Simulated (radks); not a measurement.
Cd+, configuration [Kr] 4d10 5s1 (the NIST ground configuration). All-electron calculation, Dirac Kohn-Sham, BLYP, spin-unpolarised, spherical densities, finite nucleus; Fermi nuclear charge, rms radius 4.6087 fm. Program: a radial shooting solver on a logarithmic mesh with Libxc functionals.

Unscreened Slater integrals over Kohn-Sham orbitals (cm^-1). Large and small components are both included.

integral,value
"F0(5s1/2,5s1/2)",74645
"F0(5s1/2,4d5/2)",91553
"G2(5s1/2,4d5/2)",14707
"F0(5s1/2,4d3/2)",91752
"G2(5s1/2,4d3/2)",14173
"F0(5s1/2,4p3/2)",94598
"G1(5s1/2,4p3/2)",5618.0
"F0(4d5/2,4d5/2)",155910
"F2(4d5/2,4d5/2)",76671
"F4(4d5/2,4d5/2)",49857
"F0(4d5/2,4d3/2)",157050
"F2(4d5/2,4d3/2)",77258
"G2(4d5/2,4d3/2)",77212
"G4(4d5/2,4d3/2)",50229
"F0(4d5/2,4p3/2)",175560
"F2(4d5/2,4p3/2)",85927
"G1(4d5/2,4p3/2)",108250
"G3(4d5/2,4p3/2)",66008
"F0(4d3/2,4d3/2)",158210
"F2(4d3/2,4d3/2)",77876
"F0(4d3/2,4p3/2)",177150
"F2(4d3/2,4p3/2)",87078
"G1(4d3/2,4p3/2)",109980
"G3(4d3/2,4p3/2)",67110
"F0(4p3/2,4p3/2)",203690
"F2(4p3/2,4p3/2)",106500
